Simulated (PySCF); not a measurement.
CH3FO2Si.
Numbering: `[O:1]=[CH:2][O:3][SiH2:4][F:5]` (hydrogens: H6 on C2; H7, H8 on Si4)

Level: CAM-B3LYP/def2-SVPD in PySCF, non-relativistic, on one gas-phase PBE0-D3(BJ)/def2-SVP geometry that isn't relaxed in the solvent. The solvent is an IEF-PCM continuum (cavity from Bondi-type radii × 1.2), and excitations are vertical TDDFT with non-equilibrium linear response and a frozen core. The model holds no explicit solvent molecules, cavitation or dispersion.

Gas-phase singlets (H = HOMO, L = LUMO):

```tsv
state	E (eV)	λ (nm)	f	leading configuration
S1	5.809	213	0.001	H→L 98%
S2	8.079	153	0.031	H-1→L 59%
S3	8.325	149	0.000	H-3→L 91%
S4	8.536	145	0.018	H→L+1 63%
S5	8.629	144	0.004	H-1→L+2 44%
```

Question: How does the list change in water (ε = 78.36)?

Answer: 
```json
{"state": "S1", "E (eV)": "5.952", "λ (nm)": "208", "f": "0.001", "leading configuration": "H→L 98%", "change by rank (eV)": "+0.143"}
{"state": "S2", "E (eV)": "8.134", "λ (nm)": "152", "f": "0.055", "leading configuration": "H-1→L 64%", "change by rank (eV)": "+0.055"}
{"state": "S3", "E (eV)": "8.360", "λ (nm)": "148", "f": "0.000", "leading configuration": "H-3→L 91%", "change by rank (eV)": "+0.035"}
{"state": "S4", "E (eV)": "8.555", "λ (nm)": "145", "f": "0.012", "leading configuration": "H-1→L+1 69%", "change by rank (eV)": "+0.019"}
{"state": "S5", "E (eV)": "8.629", "λ (nm)": "144", "f": "0.156", "leading configuration": "H→L+2 33%", "change by rank (eV)": "0.000"}
```

Question: The ground-state energy changes by -0.213 eV from gas to water. By how much does the total energy of gas-phase S1 change?

Answer: E(S1) = E(S0) + excitation energy, so it changes by -0.213 + 0.143 = -0.070 eV: it is lowered less than the ground state, which is what a blue shift means. This is the vertical state, with the slow part of the continuum still set for S0.

Question: How do the frontier levels move from gas to water?

Answer: 
| orbital | gas (eV) | solvent (eV) | change (eV) | Löwdin shares, gas | Löwdin shares, solvent |
| --- | --- | --- | --- | --- | --- |
| LUMO+2 | 1.13 | 1.39 | +0.26 | Si4 32 %, H7 14 %, H8 14 %, O3 13 % | Si4 29 %, C2 16 %, O3 13 %, H7 12 % |
| LUMO+1 | 0.98 | 1.09 | +0.11 | Si4 52 %, F5 12 %, O3 10 %, H8 10 % | Si4 49 %, F5 17 %, O3 12 %, H8 9 % |
| LUMO | 0.47 | 0.67 | +0.20 | C2 42 %, O1 30 %, O3 16 %, H6 9 % | C2 43 %, O1 30 %, O3 16 %, H6 8 % |
| HOMO | -10.47 | -10.41 | +0.06 | O1 68 %, C2 12 %, O3 10 %, H6 6 % | O1 66 %, C2 13 %, O3 10 %, H6 6 % |
| HOMO-1 | -11.21 | -11.03 | +0.18 | O3 30 %, Si4 20 %, O1 17 %, H8 13 % | O3 26 %, Si4 23 %, H8 15 %, H7 15 % |
| HOMO-2 | -12.02 | -11.90 | +0.12 | O1 28 %, Si4 16 %, O3 14 %, F5 12 % | O1 32 %, O3 19 %, Si4 14 %, C2 10 % |
| HOMO-3 | -12.37 | -12.22 | +0.15 | O3 49 %, Si4 14 %, O1 10 %, C2 7 % | O3 50 %, Si4 14 %, O1 10 %, C2 7 % |

The HOMO–LUMO gap goes from 10.94 to 11.08 eV. Rows go by rank; for HOMO-1 the atom shares or the degeneracy differ between the runs, so the row needn't follow one orbital.

Conformer computed: `[O:1]=[CH:2][O:3][SiH2:4][F:5]`: O1–C2–O3–Si4 1°, C2–O3–Si4–F5 179°.
